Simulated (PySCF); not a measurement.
Al(Cl)2(nBu), SMILES C([CH2][Al]([Cl])[Cl])CC at its GFN2-xTB optimised geometry (Å):

```
16

Al    -0.0310     1.8913     0.0000
Cl     2.0055     1.8913     0.0000
Cl    -0.9812     3.6924     0.0000
C     -1.0629     0.1741    -0.0101
C     -0.1552    -1.0553     0.1312
C     -0.9283    -2.3771     0.1267
C     -1.5328    -2.7133    -1.2320
H     -1.8093     0.1719     0.7945
H     -1.6443     0.0990    -0.9365
H      0.5770    -1.0673    -0.6803
H      0.4049    -0.9803     1.0672
H     -0.2447    -3.1797     0.4142
H     -1.7214    -2.3347     0.8773
H     -0.7598    -2.7297    -1.9976
H     -2.2872    -1.9856    -1.5202
H     -2.0055    -3.6924    -1.2020
```

Calculation: PBE0/def2-TZVP (PySCF 2.14.0).

Map of the electrostatic potential (hartree/e), clipped to [-0.08, 0.12] on the plane z = 0.6 Å:

```
|111100000000000000000000011|
|111100000000000000000000001|
|111100000122100000000000001|
|111000001399610000000000000|
|111100001999961000000000000|
|111100002999993100000000000|
|111100001999998421100000000|
|111110000399999999941000000|
|111111111389999999993000000|
|111111111399999999994100000|
|111111112379999999992000001|
|111111124799999979831000001|
|111111239999987421100000011|
|111111239999985310000000011|
|111111125999999510000000111|
|111111112359999921000011111|
|111111122369999611111111111|
|111111125999997311111111111|
|111111139999993211111111111|
|111111126999995211111111111|
|111111112479998211111111111|
|111111111124995211111111111|
|111111111112332211111111111|
|111111111111121111111111111|
|111111111111111111111111111|
|111111111111111111111111111|
|111111111111111111111111111|
```
Scale: ten equal steps from -0.018 (start of '0') to 0.120 (end of '9'), in the order '0123456789'; x runs from -6.00 to 6.00, y from -6.00 (bottom) to 6.00 (top).
